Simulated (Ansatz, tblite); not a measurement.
Removing and adding an electron: Cd₁₁H₂₈S₁₁. Total charge 0; singlet. Geometry: PBE-D4/def2-SVP, loosely relaxed. Ansatz, gas phase; energy differences of separate SCF runs; the oxidised species was run as a doublet alone; the reduced species was run as a doublet alone.

```xyz
50

Cd   -0.330   -3.210    3.482
S    -2.904   -3.682    1.675
Cd    2.035   -3.818    1.073
S     3.487   -2.470   -1.173
S    -0.140   -2.661    0.499
Cd   -0.013   -2.209   -2.060
Cd   -4.201   -1.549    0.144
S    -2.646   -1.175   -1.947
Cd    3.367   -0.057   -2.939
S     0.876    0.182   -2.563
Cd    1.842    3.012   -3.158
Cd   -3.200    1.209   -2.902
S    -0.852    2.031   -4.462
S     2.766   -1.522    2.369
Cd    0.116   -0.613    1.980
S    -2.773    0.035    1.642
Cd    3.327    1.204    2.232
S     3.728    1.186   -0.527
S     0.799    1.763    1.912
Cd    0.957    1.731   -0.555
Cd   -3.479    2.476    1.136
S    -1.935    2.373   -0.939
H     0.094   -4.815    3.740
H    -0.667   -1.490    3.683
H    -2.427   -4.610    0.805
H    -3.999   -4.436    2.017
H     2.892   -5.268    1.246
H     3.648   -3.485   -2.070
H     4.788   -2.512   -0.765
H     0.247   -3.497   -3.166
H    -5.837   -2.007    0.130
H    -3.364   -1.910   -2.843
H     4.643   -0.304   -4.024
H     2.807    2.944   -4.533
H     1.093    3.494   -1.636
H    -4.491    1.656   -3.911
H    -0.391    0.979   -5.188
H    -1.456    2.628   -5.542
H     3.096   -1.804    3.659
H     0.031    1.361    4.718
H    -0.152    1.048    5.397
H    -3.406   -0.180    2.830
H     4.623    1.769    3.187
H     4.499    2.294   -0.697
H     1.207    4.564    1.353
H    -1.200    3.219    2.548
H     1.360    5.255    1.048
H    -4.626    3.561    1.755
H    -1.823    3.651    2.723
H    -2.013    3.659   -1.384
```

In the def2 sets Cd takes a core potential; there is no spin–orbit coupling. The xTB rows come from tblite. Single mean-field runs in def2-SVP are fitted with def2-universal-jkfit. In the singlet geometry the species has come apart into loosely held pieces. In the singlet, H40 and H41 lie 0.77 Å apart, H45 and H47 lie 0.77 Å apart, H46 and H49 lie 0.78 Å apart (atoms count from 1), so H2 has formed as a molecule. In the doublet geometry the species has come apart into loosely held pieces.

Question: Estimate orbital energies and vertical ionisation energies and electron affinities at: GFN1-xTB; GFN2-xTB; PBE-D4/def2-SVP; PBE0-D4/def2-SVP.

Answer: 
```csv
level,−HOMO (eV),vertical IE (eV),−LUMO (eV),vertical EA (eV),HOMO–LUMO gap (eV),IE − EA (eV),remarks
GFN1-xTB,8.54,10.05,6.06,4.88,2.48,5.17,"loose geometry (+1 doublet), loose geometry (-1 doublet), loose geometry (singlet)"
GFN2-xTB,9.64,11.30,6.83,5.23,2.81,6.07,"loose geometry (+1 doublet), loose geometry (-1 doublet), loose geometry (singlet)"
PBE-D4/def2-SVP,5.52,–,2.29,1.07,3.24,–,"HOMO above zero (-1 doublet), loose geometry (-1 doublet), loose geometry (singlet)"
PBE0-D4/def2-SVP,6.56,7.65,1.56,0.75,5.00,6.90,"HOMO above zero (-1 doublet), loose geometry (+1 doublet), loose geometry (-1 doublet), loose geometry (singlet)"
```

Run but left out: PBE-D4/def2-SVP (charge +1 doublet: an occupied level 0.01 eV above an empty one).   A HOMO above zero means that the electron is unbound at that level or that self-interaction error raises the level; the energy of removing that electron tells which. Raw xTB energy differences between charge states are shifted by several eV; the methods need an empirical correction for them. Sets without diffuse functions give affinities that are too small.
